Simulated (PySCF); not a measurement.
SeI₃⁺ at several levels of theory

All levels use the PBE0 minimum (singlet; Se–I 2.521 Å (×3); I–Se–I 105.1° (×3)), basis [Se def2-SVP, I def2-SVP with ECP28], scalar-relativistic core potentials, density fitting, no spin–orbit coupling, PySCF. For vertical energies the ionised species is a doublet (spins chosen at PBE0 and kept) and the electron-attached one a doublet. Open shells are unrestricted, also as the reference of the correlated levels. Dipoles are about the centre of mass. A dash marks a value that was not computed or is not defined at that level.

```xyz
4
charge 1 multiplicity 1, angstrom
Se    0.0000    0.0000   -0.8315
I     2.3113    0.0000    0.1744
I    -1.1557    2.0016    0.1744
I    -1.1556   -2.0016    0.1744
```

| level | vertical IP (eV) | vertical EA (eV) | −ε(HOMO) (eV) | gap (eV) | dipole (D) |
| --- | --- | --- | --- | --- | --- |
| PBE0 | ? | ? | ? | ? | ? |
| HF | 14.71 | 6.73 | 14.96 | 9.05 | 0.02 |
| MP2 | 14.22 | 7.02 | – | – | – |
| PBE | 13.84 | 7.24 | 11.35 | 1.64 | 0.13 |
| r2SCAN | ? | ? | ? | ? | ? |

Q: Fill in the row of PBE0.

A: vertical IP (eV) 14.32, vertical EA (eV) 7.43, −ε(HOMO) (eV) 12.54, gap (eV) 3.41, dipole (D) 0.13.

Q: Fill in the row of r2SCAN.

A: vertical IP (eV) 14.15, vertical EA (eV) 7.46, −ε(HOMO) (eV) 11.72, gap (eV) 1.91, dipole (D) 0.15.
